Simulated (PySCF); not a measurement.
**BeSi: frontier orbitals**

M06 at R = 2.128 Å; Be aug-cc-pVDZ, Si aug-cc-pV(D+d)Z; no relativity (PySCF 2.14). State: ³Σ⁻ (triplet), unpaired electrons π ↑↑. Only the outer orbitals are listed, counted within each symmetry.

```json
{"spin": "α", "orbital": "5σ", "occ.": "1", "ε (eV)": "-12.92", "on Be (%)": "26", "main shells (%)": "74 Si s, 18 Be s"}
{"spin": "α", "orbital": "6σ", "occ.": "1", "ε (eV)": "-7.06", "on Be (%)": "52", "main shells (%)": "54 Be s, 33 Si p, 14 Si s"}
{"spin": "α", "orbital": "2π", "occ.": "1", "ε (eV)": "-5.34", "on Be (%)": "22", "main shells (%)": "76 Si p, 22 Be p"}
{"spin": "α", "orbital": "2π", "occ.": "1", "ε (eV)": "-5.34", "on Be (%)": "22", "main shells (%)": "76 Si p, 22 Be p"}
{"spin": "α", "orbital": "7σ", "occ.": "0", "ε (eV)": "-3.01", "on Be (%)": "85", "main shells (%)": "46 Be s, 39 Be p, 17 Si p"}
{"spin": "α", "orbital": "3π", "occ.": "0", "ε (eV)": "-0.90", "on Be (%)": "86", "main shells (%)": "83 Be p, 10 Si p"}
{"spin": "α", "orbital": "3π", "occ.": "0", "ε (eV)": "-0.90", "on Be (%)": "86", "main shells (%)": "83 Be p, 10 Si p"}
{"spin": "β", "orbital": "5σ", "occ.": "1", "ε (eV)": "-11.34", "on Be (%)": "30", "main shells (%)": "70 Si s, 22 Be s"}
{"spin": "β", "orbital": "6σ", "occ.": "1", "ε (eV)": "-6.45", "on Be (%)": "61", "main shells (%)": "64 Be s, 23 Si p, 16 Si s"}
{"spin": "β", "orbital": "7σ", "occ.": "0", "ε (eV)": "-2.90", "on Be (%)": "71", "main shells (%)": "45 Be p, 29 Si p, 25 Be s"}
{"spin": "β", "orbital": "2π", "occ.": "0", "ε (eV)": "-2.61", "on Be (%)": "39", "main shells (%)": "59 Si p, 40 Be p"}
{"spin": "β", "orbital": "2π", "occ.": "0", "ε (eV)": "-2.61", "on Be (%)": "39", "main shells (%)": "59 Si p, 40 Be p"}
```

Problem. Which are the highest filled and the lowest empty level, where do they sit, and how wide is the gap?

Solution. Highest filled α 2π at -5.34 eV (in %: 76 Si p, 22 Be p); lowest empty α 7σ at -3.01 eV (in %: 46 Be s, 39 Be p, 17 Si p); the gap at M06 is 2.33 eV.

* bond order (Mayer): 1.44
* ⟨S²⟩: 2.043
* charge on Be (Mulliken, basis-dependent): -0.16
* charge on Be (Löwdin, basis-dependent): 0.04
* dipole moment (positive dipole means Be(−)Si(+)): -2.30 D

The state is the lowest determinant that a PBE0 search found; another state may lie lower at other levels.
